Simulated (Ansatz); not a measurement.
Four-centre ligand exchange

Start structure (SiH₅BrO, closed shell), relaxed at PBE0-D4/def2-TZVP:

```xyz
8
angstrom
Si 0.4211 0.8883 -0.4739
H 0.4325 -0.3768 -1.2717
H 1.5558 1.7394 -0.8965
H -0.8678 1.5752 -0.7570
O 0.6334 0.5851 1.1265
H -0.7257 -2.1049 -0.2325
Br -1.4724 -2.2727 0.9689
H 0.0231 -0.0337 1.5361
```

The step: SiH₄O ([OH][SiH3]) + HBr → SiH₃BrO ([OH][SiH2][Br]) + H₂; bonds formed: Si1–Br7, H2–H6; bonds broken: Si1–H2, H6–Br7. Computed with Ansatz 0.2.0 (basis: def2-TZVPP and def2-QZVPP); correlated methods freeze the cores. Filled d shells of the heavier atoms are correlated. The def2 sets are not built for correlating such inner shells, so the correlated values are less sure here. Extrapolation: Hartree–Fock as exp(−7.88 √X), correlation as X^−2.97. Energies below are by CCSD(T) at an estimated basis limit (MP2 extrapolated from triple and quadruple zeta, plus CCSD(T) − MP2 in triple zeta).

(1) What are the electronic barrier and the energy of the step, from the start structure to the end structure? (To be estimated.)

The T1 diagnostic stays at or below 0.011.

Answers

(1) Computed: Barrier 123.7 kJ/mol; step energy -78.9 kJ/mol (downhill); reverse barrier, their difference, 202.6 kJ/mol. Barrier and step energy count from the start structure, the reverse barrier from the end structure.

The saddle point: One imaginary mode of 601i cm⁻¹.
| pair | start (Å) | saddle (Å) | end (Å) |
| --- | --- | --- | --- |
| Si1–Br7 | 3.96 | 2.75 | 2.22 |
| H2–H6 | 2.33 | 0.87 | 0.75 |
| Si1–H2 | 1.50 | 1.74 | 4.27 |
| H6–Br7 | 1.42 | 1.96 | 3.30 |

Zero-point energy (harmonic, PBE0-D4): ZPE is 120.5 kJ/mol at the start and 124.5 kJ/mol at the saddle, so the barrier goes from 123.7 to 127.7 kJ/mol.

Labels in which every atom is bracketed show which atoms are joined, not bond orders.

For scale, one of the runs: CCSD(T)/def2-TZVPP, 191 basis functions, launched by `ansatz run in.yaml --threads 4 --pin off --events-out ev --progress --plain --max-ram 9574MiB`. The run took 54 s on 4 CPU threads of an Arm Neoverse V2 (shared host), with 2.1 GiB of host memory at its peak.
